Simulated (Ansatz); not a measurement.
CH$_{6}$S$_{2}$Si (`C[SiH2]SS`). Total charge 0; spin multiplicity 1.

```xyz
10

C    -1.455   -0.195   -0.068
Si    0.274   -0.568   -0.648
S     1.516    1.188   -0.679
S     1.419    1.655    1.329
H    -1.940    0.519   -0.736
H    -2.050   -1.112   -0.046
H    -1.434    0.226    0.939
H     0.918   -1.587    0.222
H     0.290   -1.040   -2.060
H     2.462    0.914    1.747
```

Question: List the harmonic frequencies (cm⁻¹, unscaled) at PBE0-D4/def2-TZVP in Ansatz. (Best estimate.)

Answer: The calculation gave: 85, 126, 163, 202, 272, 466, 502, 527, 660, 691, 743, 879, 884, 899, 935, 1272, 1442, 1451, 2211, 2221, 2671, 3053, 3138, 3151.

Question: Is this a minimum?

Answer: Yes, all 24 modes are real.

Question: Give the ideal-gas thermochemistry at 298.15 K and 1 bar (rigid rotor, harmonic oscillator; point group C1, symmetry number 1).

Answer: Zero-point energy 171.3 kJ/mol; H(298) − E = 192.7 kJ/mol; entropy 350.7 J/(mol·K), of which translation 167.5, rotation 114.0, vibration 69.2; G(298) − E = 88.1 kJ/mol. Modes under 100 cm⁻¹ are hindered rotations or soft bends, so the harmonic entropy is rough.

Question: Rotational constants (cm⁻¹)?

Answer: 0.1749, 0.0704, 0.05674.
